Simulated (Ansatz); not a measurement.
Steps of a relaxation of F$_{2}$IIn, SMILES `[F][In]([F])[I]` with RKS PBE-D4/def2-SVP.

```sh
$ ansatz run in.yaml --threads 4 --pin off --events-out ev --progress --plain --max-ram 10444MiB
```

```yaml
crystal:
  periodic: [false, false, false]
  atoms:
    - {symbol: F, position_ang: [1.200000, 0.749600, 1.676100]}
    - {symbol: In, position_ang: [-0.134000, -0.094400, 0.138200]}
    - {symbol: F, position_ang: [0.723400, -2.009900, -0.403500]}
    - {symbol: I, position_ang: [-1.733900, 1.294400, -1.431100]}
basis:
  gaussian: {orbitals: def2-SVP}
hamiltonian: {xc: pbe, dispersion: d4}
relax: {f_tol: 0.03, max_steps: 200}
```

Positions (Å) and forces (eV/Å) along the path, 4 of 4 steps:

```xyz
4
step=1 energy=-18700.5697 eV
F     1.200    0.750    1.676   -1.850   -1.052   -1.884
In   -0.134   -0.094    0.138    3.200   -1.226    1.190
F     0.723   -2.010   -0.404   -1.177    2.240    0.686
I    -1.734    1.294   -1.431   -0.173    0.039    0.008
4
step=2 energy=-18701.3192 eV
F     1.065    0.672    1.555    0.570    0.499    0.966
In    0.045   -0.105    0.132   -0.787    0.264   -1.009
F     0.651   -1.884   -0.342    0.122   -0.632   -0.127
I    -1.705    1.257   -1.365    0.095   -0.131    0.169
4
step=3 energy=-18701.3740 eV
F     1.057    0.702    1.603   -0.100   -0.061   -0.108
In    0.081   -0.081    0.078    0.193   -0.072    0.070
F     0.629   -1.926   -0.353   -0.055    0.116    0.042
I    -1.712    1.245   -1.347   -0.038    0.018   -0.005
4
step=4 energy=-18701.3763 eV
F     1.045    0.701    1.602   -0.008   -0.002   -0.010
In    0.102   -0.079    0.063    0.008   -0.005    0.006
F     0.624   -1.930   -0.346   -0.004    0.010    0.001
I    -1.715    1.248   -1.339    0.004   -0.003    0.004
```

It took 2.4 s on 4 threads of an Intel Xeon Platinum 8488C on a shared host, with 0.15 GiB of host memory at the peak.
